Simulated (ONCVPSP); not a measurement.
**Ranking ONCV potentials for He (Z = 2)**

All share these settings but for the change named:

| Item | Value |
| --- | --- |
| Element | helium |
| Generator | ONCVPSP 4.0.1 |
| Type | optimised norm-conserving Vanderbilt (ONCV) |
| Functional | LDA (Perdew-Wang 92) |
| Relativity | scalar-relativistic |
| Frozen core | none |
| Valence charge | 2 |
| Reference configuration | 1s1 (charge +1) |
| Partial waves | 1s: rc 0.70 bohr, ncon 4, nbas 8, qcut 14.7 1/bohr, 2 projectors, debl 2 Ha; p scattering state at 0.41 Ha: rc 0.55 bohr, ncon 3, nbas 7, qcut 13.9 1/bohr, 2 projectors, debl 2.2 Ha |
| Local potential | polynomial inside 0.45 bohr (lpopt 5, dvloc0 6 Ha) |
| Core correction | none |

Cutoff: the first of the cutoffs (Ha) at which the residual kinetic energy of the hardest occupied pseudo-wave falls to 1 and 0.1 mHa per electron; the density cutoff is not measured.

The base gives 68 Ha.

Of 9 variants that were run, those that failed, showed a ghost or another fault, or gave nearly equal values are left out.

A variant can come out equal or close to the base.

(1) Rank these variants from softest to hardest (loose cutoff).
A. s: qcut 14
B. s: qcut 17.5
C. s: qcut 10.6
D. s: qcut 22.3

Answers

(1) C (54 Ha), A (65 Ha), B (78 Ha), D (93 Ha).
